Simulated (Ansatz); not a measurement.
# The HOMO–LUMO gap down a group: Si to Sn

Gas-phase molecules, one atom swapped for its congeners: C2HF3Si `C#C[Si](F)(F)F`; C2HF3Ge `C#[C][Ge]([F])([F])[F]`; C2HF3Sn `C#[C][Sn]([F])([F])[F]`. All are singlets with charge 0.

Shapes, held fixed at every level: PBE0-D4/def2-TZVP. Programs: Ansatz 0.2.0. Values in eV.

Problem. How should the HOMO–LUMO gap change along the series?

Solution. At wB97M-V/def2-TZVPP the HOMO–LUMO gap isn't monotonic: it is largest for Ge and smallest for Sn (12.93 and 12.00 eV). Every level shows the same order. The two largest values are nearly level. For atoms past krypton def2 sets carry core potentials with scalar relativity. Relativity is left out for Ge. Orbital gaps aren't excitation energies, and the LUMO depends on the basis.

```tsv
level	C2HF3Si	C2HF3Ge	C2HF3Sn
SPW92/def2-TZVPP	6.17	6.20	5.03
PBE-D4/def2-TZVPP	6.23	6.27	5.18
B3LYP-D4/def2-TZVPP	7.99	8.01	6.88
r2SCAN0-D4/def2-TZVPP	8.80	8.82	7.90
wB97X-V/def2-TZVPP	13.17	13.18	12.28
wB97M-V/def2-TZVPP	12.91	12.93	12.00
```
